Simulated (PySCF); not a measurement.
Mg, charge +1, doublet. Base run: HF/def2-SVP run with PySCF.

PySCF was given this input:
```python
from pyscf import gto, scf

mol = gto.M(
    atom='''
Mg    0.00000000    0.00000000    0.00000000
''',
    basis='def2-svp',
    charge=1,
    spin=1,
    verbose=4,
)

mf = scf.UHF(mol)
mf.kernel()
```

Variants of this job, named by their change:

```json
[
 {"change": "base", "ΔE vs base (µEh)": "0.0", "SCF cycles": "6", "<S^2>": "0.750"},
 {"change": "solver = newton; init_guess = 1e", "ΔE vs base (µEh)": "0.0", "SCF cycles": "-", "<S^2>": "0.750"},
 {"change": "init_guess = sap", "ΔE vs base (µEh)": "0.0", "SCF cycles": "6", "<S^2>": "0.750"},
 {"change": "diis = off (with mf.max_cycle = 100)", "ΔE vs base (µEh)": "0.0", "SCF cycles": "10", "<S^2>": "0.750"},
 {"change": "DIIS = EDIIS", "ΔE vs base (µEh)": "0.0", "SCF cycles": "15", "<S^2>": "0.750"},
 {"change": "init_guess = mod_huckel", "ΔE vs base (µEh)": "0.0", "SCF cycles": "5", "<S^2>": "0.750"},
 {"change": "conv_tol_grad = 1e-7", "ΔE vs base (µEh)": "0.0", "SCF cycles": "7", "<S^2>": "0.750"},
 {"change": "solver = newton", "ΔE vs base (µEh)": "0.0", "SCF cycles": "-", "<S^2>": "0.750"},
 {"change": "conv_tol = 1e-12", "ΔE vs base (µEh)": "0.0", "SCF cycles": "7", "<S^2>": "0.750"},
 {"change": "init_guess = atom", "ΔE vs base (µEh)": "0.0", "SCF cycles": "6", "<S^2>": "0.750"},
 {"change": "diis = off; damp = 0.3 (with mf.diis_start_cycle = 200; with mf.max_cycle = 150)", "ΔE vs base (µEh)": "0.0", "SCF cycles": "15", "<S^2>": "0.750"},
 {"change": "diis_space = 20", "ΔE vs base (µEh)": "0.0", "SCF cycles": "6", "<S^2>": "0.750"},
 {"change": "conv_tol = 1e-4", "ΔE vs base (µEh)": "0.0", "SCF cycles": "4", "<S^2>": "0.750"}
]
```

Open shells are given as the SCF converged; they aren't shown to be the lowest states, and a large step between rows can be another state.
